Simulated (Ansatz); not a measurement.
# Cost against result

The pair of C2H4 (SMILES C=C, atoms 1–6) and SbH3 (SMILES [SbH3], atoms 7–10), both closed shells, in one local arrangement (a lower one may exist), relaxed at PBE0-D4/def2-TZVP:

```csv
atom,x (Å),y (Å),z (Å)
C1,-0.4879,0.2075,-1.6390
C2,0.6383,-0.4530,-1.4182
H3,-1.4458,-0.2994,-1.6870
H4,-0.4993,1.2823,-1.7851
H5,1.5960,0.0542,-1.3711
H6,0.6492,-1.5278,-1.2728
Sb7,-0.6679,0.5111,1.9755
H8,-0.4252,0.4431,3.6704
H9,0.9640,0.9339,1.7127
H10,-0.3214,-1.1518,1.8146
```

Interaction energies are counterpoise-corrected; the time is that of the whole pair.

Computed with Ansatz 0.2.0 (basis: as named in each row); correlated methods freeze the cores. Filled d shells of the heavier atoms are correlated. Core potentials replace the inner electrons of the atoms past krypton. The def2 sets are not built for correlating such inner shells, so the correlated values are less sure here. B3LYP uses VWN-RPA correlation. Extrapolation: Hartree–Fock as exp(−7.88 √X), correlation as X^−2.97.

Times are rough, for one single point on 4 threads of a shared host (Arm Neoverse V1).

The estimate by CCSD(T) at an estimated basis limit (MP2 extrapolated from triple and quadruple zeta, plus CCSD(T) − MP2 in triple zeta) is -1.77 kcal/mol.

```tsv
method	basis	time (s)	interaction energy (kcal/mol)	method less estimate
SPW92	def2-SVP	under 1	-2.65	-0.87
PBE-D4	def2-SVP	under 1	-2.19	-0.42
PBE0-D4	def2-SVP	under 1	-2.12	-0.35
PBE-D4	def2-TZVPPD	2	-2.29	-0.52
revPBE-D4	def2-TZVPPD	2	-2.30	-0.53
BLYP-D4	def2-TZVPPD	2	-2.10	-0.33
PBE0-D4	def2-TZVPPD	2	-2.20	-0.42
B3LYP-D4	def2-TZVPPD	2	-2.14	-0.37
HSE06-D4	def2-TZVPPD	2	-2.17	-0.40
wB97M-V	def2-SVP	3	-1.72	0.06
CCSD(T)	def2-SVP	3	-0.17	1.60
r2SCAN-D4	def2-TZVPPD	3	-1.80	-0.03
B2PLYP	def2-TZVPPD	5	-0.48	1.29
wB97X-V	def2-TZVPPD	6	-1.83	-0.05
wB97M-V	def2-TZVPPD	8	-1.91	-0.14
B97M-V	def2-TZVPPD	8	-1.94	-0.17
MP2	def2-QZVPPD	19	-2.10	-0.32
CCSD(T)	def2-TZVPPD	140	-1.39	0.38
```

The T1 diagnostic stays at or below 0.015.
